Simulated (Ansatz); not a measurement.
Species: CHNO (charge -1, doublet). SMILES of the parent species: O=C=N
Coordinates optimised at B3LYP-D3(BJ)/def2-TZVP (Ansatz, a first-principles code):
```
C
O 1 1.2325
N 1 1.3089 2 132.96
H 3 1.0174 1 108.42 2 -180.00
```
Charge -1, spin multiplicity 2.

Parts of the frozen-core correlation energy in cc-pVDZ (Ansatz, hartree). Frozen orbitals: 3; correlated occupied orbitals by spin: 9 and 8; virtual: 35 and 36. UHF or UKS for open shells. Spin-orbit coupling is left out. Non-relativistic.

```
term                            value
-------------------------  ----------
reference (HF)             -167.71506
MP2 opposite-spin            -0.33350
MP2 same-spin                -0.12738
CCSD correlation             -0.47320
(T)                          -0.01661
CCSDT minus CCSD(T)          -0.00077
T1 diagnostic                   0.021
largest doubles amplitude       0.076
<S^2> of the reference          0.763
```
